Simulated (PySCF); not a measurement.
Zr(OEt)(H)3 (C2H8OZr), SMILES CC[O][ZrH3], multiplicity 1.

Coordinates come from a PBE0-D3(BJ)/def2-SVP optimisation. The multiplicity is an assumed one; no other spin state was optimised. The structure was generated by enumeration; whether it is a known compound was not checked. The def2 effective core potentials stand for the cores of Zr; spin–orbit coupling is left out. One conformer was computed; it need not be the lowest.

Computed with TDA-PBE/def2-SVPD (PySCF).

Vertical excitations.  State labels are in the subgroup Cs.

**Question.** List the lowest excited states. (The exact figures need the calculation; the answer reports its results.)

**Answer.** 
| state | symmetry | energy (eV) | λ (nm) | f | main pairs |
|---|---|---|---|---|---|
| S1 | A" | 4.01 | 309 | 0.000 | HOMO−1→LUMO 54 %, HOMO→LUMO+1 45 % |
| S2 | A' | 4.09 | 303 | 0.001 | HOMO→LUMO 55 %, HOMO−1→LUMO+1 44 % |
| S3 | A" | 4.10 | 303 | 0.001 | HOMO→LUMO+1 54 %, HOMO−1→LUMO 45 % |
| S4 | A' | 4.33 | 286 | 0.008 | HOMO−1→LUMO+1 52 %, HOMO→LUMO 41 % |
| S5 | A' | 4.71 | 263 | 0.000 | HOMO→LUMO+2 79 %, HOMO−2→LUMO 20 % |
| S6 | A" | 4.72 | 263 | 0.000 | HOMO−1→LUMO+2 80 %, HOMO−2→LUMO+1 19 % |
| S7 | A' | 5.05 | 245 | 0.048 | HOMO−2→LUMO 73 %, HOMO→LUMO+2 17 % |
| S8 | A" | 5.06 | 245 | 0.045 | HOMO−2→LUMO+1 69 %, HOMO−1→LUMO+2 15 %, HOMO−3→LUMO 11 % |
| S9 | A" | 5.18 | 240 | 0.004 | HOMO−3→LUMO 80 % |
| S10 | A" | 5.26 | 236 | 0.001 | HOMO→LUMO+3 61 %, HOMO−1→LUMO+4 34 % |
| T1 | A' | 3.66 | 339 | 0 | HOMO→LUMO 89 % |
| T2 | A" | 3.66 | 339 | 0 | HOMO−1→LUMO 72 %, HOMO→LUMO+1 27 % |
| T3 | A" | 3.67 | 338 | 0 | HOMO→LUMO+1 72 %, HOMO−1→LUMO 27 % |
| T4 | A' | 3.69 | 336 | 0 | HOMO−1→LUMO+1 89 % |
Triplets are in the Tamm–Dancoff approximation.
